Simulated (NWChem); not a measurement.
System: C4H3BO; SMILES C#CB(O)C#C

Input file for NWChem:

```
start job
memory heap 200 mb stack 900 mb global 1100 mb
geometry units angstroms noautosym nocenter noautoz
  B     -0.430717    -0.024798     0.000000
  C      0.343157     1.306317     0.000000
  C      0.942291     2.366159     0.000000
  H      1.479957     3.297941     0.000000
  C      0.323629    -1.359943     0.000000
  C      0.952626    -2.401619     0.000000
  H      1.502654    -3.325863     0.000000
  O     -1.783529    -0.043168     0.000000
  H     -2.160594     0.843772     0.000000
end
basis spherical
  B library 6-311g**
  C library 6-311g**
  H library 6-311g**
  O library 6-311g**
end
dft
  xc xpbe96 cpbe96
  iterations 150
end
tddft
  cis
  ecut -17.5
  nroots 6
  notriplet
end
task tddft energy
```

Excerpt of the output:

```
             Northwest Computational Chemistry Package (NWChem) 7.3.0
             --------------------------------------------------------

                             Geometry "geometry" -> ""
                             -------------------------

 Output coordinates in angstroms (scale by  1.889725989 to convert to a.u.)

  No.       Tag          Charge          X              Y              Z
 ---- ---------------- ---------- -------------- -------------- --------------
    1 B                    5.0000    -0.43071700    -0.02479800     0.00000000
    2 C                    6.0000     0.34315700     1.30631700     0.00000000
    3 C                    6.0000     0.94229100     2.36615900     0.00000000
    4 H                    1.0000     1.47995700     3.29794100     0.00000000
    5 C                    6.0000     0.32362900    -1.35994300     0.00000000
    6 C                    6.0000     0.95262600    -2.40161900     0.00000000
    7 H                    1.0000     1.50265400    -3.32586300     0.00000000
    8 O                    8.0000    -1.78352900    -0.04316800     0.00000000
    9 H                    1.0000    -2.16059400     0.84377200     0.00000000

 Effective nuclear repulsion energy (a.u.)     158.9086149239

  pbe96 is a nonlocal functional; adding pw91lda local functional.

                                 NWChem DFT Module
                                 -----------------

 Summary of "ao basis" -> "ao basis" (spherical)
 ------------------------------------------------------------------------------
       Tag                 Description            Shells   Functions and Types
 ---------------- ------------------------------  ------  ---------------------
 B                          6-311g**                 8       18   4s3p1d
 C                          6-311g**                 8       18   4s3p1d
 H                          6-311g**                 4        6   3s1p
 O                          6-311g**                 8       18   4s3p1d

            General Information
            -------------------
          SCF calculation type: DFT
          Wavefunction type:  closed shell.
          No. of atoms     :     9
          No. of electrons :    40
           Alpha electrons :    20
            Beta electrons :    20
          Charge           :     0
          Spin multiplicity:     1
          Use of symmetry is: off; symmetry adaption is: off
          Maximum number of iterations: 150
          AO basis - number of functions:   126
                     number of shells:    60
          Convergence on energy requested:  1.00D-06
          Convergence on density requested:  1.00D-05
          Convergence on gradient requested:  5.00D-04

              XC Information
              --------------
          PerdewBurkeErnzerhof Exchange Functional  1.000
            Perdew 1991 LDA Correlation Functional  1.000 local
           PerdewBurkeErnz. Correlation Functional  1.000 non-local

             Grid Information
             ----------------
          Grid used for XC integration:  medium
          Radial quadrature: Mura-Knowles
          Angular quadrature: Lebedev.
          Tag              B.-S. Rad. Rad. Pts. Rad. Cut. Ang. Pts.
          ---              ---------- --------- --------- ---------
          B                   0.85       49          11.0       434
          C                   0.70       49          14.0       434
          H                   0.35       45          15.0       434
          O                   0.60       49          12.0       434
          Grid pruning is: on
          Number of quadrature shells:   429
          Spatial weights used:  Erf1

      Superposition of Atomic Density Guess
      -------------------------------------

 Sum of atomic energies:        -251.48299562

      Non-variational initial energy
      ------------------------------

 Total energy =    -254.207750
 1-e energy   =    -653.053950
 2-e energy   =     239.937585
 HOMO         =      -0.342847
 LUMO         =      -0.060099

   convergence    iter        energy       DeltaE   RMS-Dens  Diis-err
 ---------------- ----- ----------------- --------- --------- ---------
 d= 0,ls=0.0,diis     1   -253.8754091983 -4.13D+02  1.00D-02  1.15D+00
 d= 0,ls=0.0,diis     2   -253.7092565376  1.66D-01  7.60D-03  2.52D+00
 d= 0,ls=0.0,diis     3   -253.9093351030 -2.00D-01  3.67D-03  6.37D-01
 d= 0,ls=0.0,diis     4   -253.9458605330 -3.65D-02  1.95D-03  2.80D-01
 d= 0,ls=0.0,diis     5   -253.9793642742 -3.35D-02  6.39D-04  2.77D-02
  Resetting Diis
 d= 0,ls=0.0,diis     6   -253.9824490330 -3.08D-03  1.80D-04  1.38D-03
 d= 0,ls=0.0,diis     7   -253.9826201676 -1.71D-04  8.39D-05  4.30D-05
 d= 0,ls=0.0,diis     8   -253.9825895725  3.06D-05  6.01D-05  2.83D-04
 d= 0,ls=0.0,diis     9   -253.9826245285 -3.50D-05  1.49D-05  1.07D-05
 d= 0,ls=0.0,diis    10   -253.9826257538 -1.23D-06  4.85D-06  1.88D-06
 d= 0,ls=0.0,diis    11   -253.9826259373 -1.83D-07  1.66D-06  1.62D-07

         Total DFT energy =     -253.982625937255
      One electron energy =     -658.159453765776
           Coulomb energy =      280.323488754360
    Exchange-Corr. energy =      -35.055275849744
 Nuclear repulsion energy =      158.908614923906

 Numeric. integr. density =       39.999998172209

                       DFT Final Molecular Orbital Analysis
                       ------------------------------------

 Vector   18  Occ=2.000000D+00  E=-2.645826D-01
              MO Center=  4.7D-01,  7.1D-01, -7.9D-10, r^2= 4.3D+00
   Bfn.  Coefficient  Atom+Function         Bfn.  Coefficient  Atom+Function
  ----- ------------  ---------------      ----- ------------  ---------------
    25      0.212558  2 C  px                43      0.192865  3 C  px
    47      0.180042  3 C  px                29      0.175231  2 C  px
    21      0.146715  2 C  px                67      0.138355  5 C  px
    39      0.131927  3 C  px                44     -0.128243  3 C  py
    85      0.116493  6 C  px                89      0.101694  6 C  px

 Vector   19  Occ=2.000000D+00  E=-2.565109D-01
              MO Center=  6.2D-01, -9.4D-01,  1.3D-10, r^2= 4.0D+00
   Bfn.  Coefficient  Atom+Function         Bfn.  Coefficient  Atom+Function
  ----- ------------  ---------------      ----- ------------  ---------------
    87      0.251159  6 C  pz                69      0.245670  5 C  pz
    91      0.212655  6 C  pz                73      0.189769  5 C  pz
    83      0.170052  6 C  pz                65      0.164603  5 C  pz
    45     -0.149763  3 C  pz                27     -0.137592  2 C  pz
    49     -0.131634  3 C  pz                31     -0.103006  2 C  pz

 Vector   20  Occ=2.000000D+00  E=-2.472550D-01
              MO Center=  6.8D-01, -7.8D-01, -8.9D-11, r^2= 4.4D+00
   Bfn.  Coefficient  Atom+Function         Bfn.  Coefficient  Atom+Function
  ----- ------------  ---------------      ----- ------------  ---------------
    85      0.221106  6 C  px                67      0.195677  5 C  px
    89      0.194361  6 C  px                43     -0.154304  3 C  px
    81      0.149651  6 C  px                68      0.133700  5 C  py
    47     -0.131590  3 C  px                63      0.126055  5 C  px
    86      0.123673  6 C  py                71      0.122314  5 C  px

 Vector   21  Occ=0.000000D+00  E=-9.279891D-02
              MO Center=  1.5D-01,  4.4D-02,  4.5D-10, r^2= 4.7D+00
   Bfn.  Coefficient  Atom+Function         Bfn.  Coefficient  Atom+Function
  ----- ------------  ---------------      ----- ------------  ---------------
    49      0.333847  3 C  pz                91      0.309920  6 C  pz
     9     -0.299920  1 B  pz                13     -0.230729  1 B  pz
   115      0.217883  8 O  pz                45      0.196343  3 C  pz
    31     -0.189018  2 C  pz                87      0.188262  6 C  pz
     5     -0.173096  1 B  pz               111      0.165018  8 O  pz

 Vector   22  Occ=0.000000D+00  E=-3.415947D-02
              MO Center=  1.1D-01,  3.8D-01, -4.1D-10, r^2= 6.0D+00
   Bfn.  Coefficient  Atom+Function         Bfn.  Coefficient  Atom+Function
  ----- ------------  ---------------      ----- ------------  ---------------
   123      0.441813  9 H  s                 47      0.371086  3 C  px
    89      0.358183  6 C  px                29     -0.338640  2 C  px
    72     -0.296108  5 C  py               112     -0.280076  8 O  s
    48     -0.231532  3 C  py                30      0.215132  2 C  py
    71     -0.202758  5 C  px                43      0.193817  3 C  px

[...]

                                NWChem TDDFT Module
                                -------------------

            General Information
            -------------------
           No. of orbitals :     252
            Alpha orbitals :     126
             Beta orbitals :     126
        Alpha frozen cores :       0
         Beta frozen cores :       0
     Alpha frozen virtuals :       0
      Beta frozen virtuals :       0
         Spin multiplicity :       1
    Number of AO functions :     126
        Use of symmetry is : off
      Symmetry adaption is : off
         Schwarz screening :  0.10D-07

              XC Information
              --------------
   PerdewBurkeErnzerhof Exchange Functional   1.00
     Perdew 1991 LDA Correlation Functional   1.00 local
    PerdewBurkeErnz. Correlation Functional   1.00 non-local

             TDDFT Information
             -----------------
          Calculation type : Tamm-Dancoff TDDFT
         Wavefunction type : Restricted singlets
          No. of electrons :      40
           Alpha electrons :      20
            Beta electrons :      20
              No. of roots :       6
          Max subspacesize :    5200
            Max iterations :     100
               Target root :       1
           Target symmetry : none
             Energy Cutoff :-0.18D+02
      Symmetry restriction : off
                 Algorithm : Optimal
        Davidson threshold :  0.10D-03

    6 smallest eigenvalue differences (eV)
--------------------------------------------------------
  No. Spin  Occ  Vir  Irrep   E(Occ)    E(Vir)   E(Diff)
--------------------------------------------------------
    1    1    1   21 a       -18.775    -0.093   508.368
    2    1    1   22 a       -18.775    -0.034   509.964
    3    1    1   23 a       -18.775     0.008   511.109
    4    1    1   24 a       -18.775     0.023   511.530
    5    1    1   25 a       -18.775     0.031   511.731
    6    1    1   26 a       -18.775     0.050   512.259
--------------------------------------------------------

  Entering Davidson iterations
  Restricted singlet excited states

  Iter   NTrls   NConv    DeltaV     DeltaE      Time
  ----  ------  ------  ---------  ---------  ---------
    1      6       0     0.11E+00   0.10+100        7.7
    2     12       2     0.30E-03   0.15E-02        5.0
    3     16       6     0.87E-04   0.10E-07        4.1
  ----  ------  ------  ---------  ---------  ---------
  Convergence criterion met

  Ground state a        -253.982625937255 a.u.

  ----------------------------------------------------------------------------
  Root   1 singlet a             18.687130644 a.u.              508.5029 eV
  ----------------------------------------------------------------------------
     Transition Moments    X  0.00000   Y  0.00000   Z -0.02866
     Dipole Oscillator Strength                    0.0102295496
     Electric Quadrupole                           0.0003306136
     Magnetic Dipole                               0.0005548493
     Total Oscillator Strength                     0.0111150125

     Occ.    1  a   ---  Virt.   21  a        0.99970
  ----------------------------------------------------------------------------
  Root   2 singlet a             18.745576628 a.u.              510.0933 eV
  ----------------------------------------------------------------------------
     Transition Moments    X  0.00863   Y  0.01076   Z -0.00000
     Dipole Oscillator Strength                    0.0023773203
     Electric Quadrupole                           0.0000849747
     Magnetic Dipole                               0.0000752278
     Total Oscillator Strength                     0.0025375228

     Occ.    1  a   ---  Virt.   22  a        0.99658
     Occ.    1  a   ---  Virt.   25  a       -0.07439
  ----------------------------------------------------------------------------
  Root   3 singlet a             18.782895825 a.u.              511.1088 eV
  ----------------------------------------------------------------------------
     Transition Moments    X -0.00000   Y -0.00000   Z  0.00084
     Dipole Oscillator Strength                    0.0000088859
     Electric Quadrupole                           0.0000003056
     Magnetic Dipole                               0.0000005299
     Total Oscillator Strength                     0.0000097214

     Occ.    1  a   ---  Virt.   23  a       -1.00000
  ----------------------------------------------------------------------------
  Root   4 singlet a             18.799070915 a.u.              511.5490 eV
  ----------------------------------------------------------------------------
     Transition Moments    X -0.00336   Y -0.00729   Z  0.00000
     Dipole Oscillator Strength                    0.0008080956
     Electric Quadrupole                           0.0000258784
     Magnetic Dipole                               0.0000316868
     Total Oscillator Strength                     0.0008656608

     Occ.    1  a   ---  Virt.   24  a       -0.99767
     Occ.    1  a   ---  Virt.   25  a       -0.06647
  ----------------------------------------------------------------------------
  Root   5 singlet a             18.815959001 a.u.              512.0085 eV
  ----------------------------------------------------------------------------
     Transition Moments    X  0.01678   Y -0.02392   Z  0.00000
     Dipole Oscillator Strength                    0.0107064049
     Electric Quadrupole                           0.0003813006
     Magnetic Dipole                               0.0004124225
     Total Oscillator Strength                     0.0115001279

     Occ.    1  a   ---  Virt.   22  a       -0.07179
     Occ.    1  a   ---  Virt.   24  a        0.06454
     Occ.    1  a   ---  Virt.   25  a       -0.98512
     Occ.    1  a   ---  Virt.   26  a       -0.11599
     Occ.    1  a   ---  Virt.   27  a        0.06665
  ----------------------------------------------------------------------------
  Root   6 singlet a             18.825481915 a.u.              512.2676 eV
  ----------------------------------------------------------------------------
     Transition Moments    X  0.00087   Y -0.00496   Z  0.00000
     Dipole Oscillator Strength                    0.0003186955
     Electric Quadrupole                           0.0000093521
     Magnetic Dipole                               0.0000164251
     Total Oscillator Strength                     0.0003444727

     Occ.    1  a   ---  Virt.   25  a       -0.11194
     Occ.    1  a   ---  Virt.   26  a        0.99282

              Target root =      1
          Target symmetry = none
      Ground state energy =   -253.982625937255
        Excitation energy =     18.687130643698
     Excited state energy =   -235.295495293557

  stored tddft:energy   -235.29549529355717
```

Level: PBE/6-311G** (spherical d), restricted-window TDA. All runs use the structure optimised with PBE0/def2-SVP. The quadrupole and magnetic terms of the printed total strengths depend on the origin.
